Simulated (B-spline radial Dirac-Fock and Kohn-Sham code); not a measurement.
# Bi²⁺ 4f5/2: cross section and angular parameters

System: the Bi²⁺ ion in the configuration [Xe] 4f14 5d10 6s2 6p1; threshold 192.1 eV (orbital energy of the model). Calculated with a radial finite-basis atomic code, using Dirac-Hartree-Slater photoionisation with a Latter tail; cross sections with all multipoles, angular parameters from the dipole term and its interference with E2.

The run's input, task.json:

```json
{"items": [{
  "Z": 83,
  "q": 2,
  "cfg": [[1, 0, 2], [2, 0, 2], [2, 1, 6], [3, 0, 2], [3, 1, 6], [3, 2, 10], [4, 0, 2], [4, 1, 6], [4, 2, 10], [4, 3, 14], [5, 0, 2], [5, 1, 6], [5, 2, 10], [6, 0, 2], [6, 1, 1]],
  "A": 209,
  "rrms": 5.5211,
  "do": "xps",
  "hv": [57.2, 94.6, 150, 197.0, 200, 334.0, 600, 681.0, 898.0, 1120.0, 1750.0, 1970.0, 3090.0, 4000, 4640.0, 4980.0, 5140.0, 5414.7, 5810.0, 5960.0, 6000, 7560.0, 7610.0, 11700.0, 11800.0, 12000, 12400.0, 13100.0, 14100.0, 15000]
}]}
```

Run with: `python xray2_run.py task.json out`

```
hν (eV)  σ (kb)      β       γ      δ
    334    1850  0.300  -0.009  0.009
    600    1330  0.574  -0.014  0.024
    681    1060  0.659  -0.009  0.029
    898     579  0.825   0.018  0.042
   1120     331  0.928   0.062  0.055
   1750    91.2  1.049   0.232  0.087
   1970    63.0  1.062   0.297  0.097
   3090    14.0  1.050   0.609  0.146
   4000    5.55  1.007   0.822  0.184
   4640    3.20  0.974   0.951  0.211
   4980    2.45  0.956   1.012  0.224
   5140    2.17  0.948   1.040  0.231
 5414.7    1.78  0.934   1.085  0.242
   5810       ?      ?       ?      ?
   5960    1.23  0.907   1.169  0.263
   6000    1.20  0.905   1.175  0.265
   7560   0.478  0.836   1.375  0.325
   7610   0.466  0.834   1.380  0.327
  11700  0.0786  0.698   1.731  0.476
  11800  0.0759  0.695   1.737  0.479
  12000  0.0706  0.690   1.750  0.486
  12400  0.0614  0.680   1.774  0.500
  13100  0.0486  0.662   1.815  0.523
  14100  0.0354  0.639   1.867  0.556
  15000  0.0271  0.619   1.910  0.585
```

**Question.** Give the values at 5810 eV.

**Answer.** σ = 1.35 kb, β = 0.914, γ = 1.147, δ = 0.257.
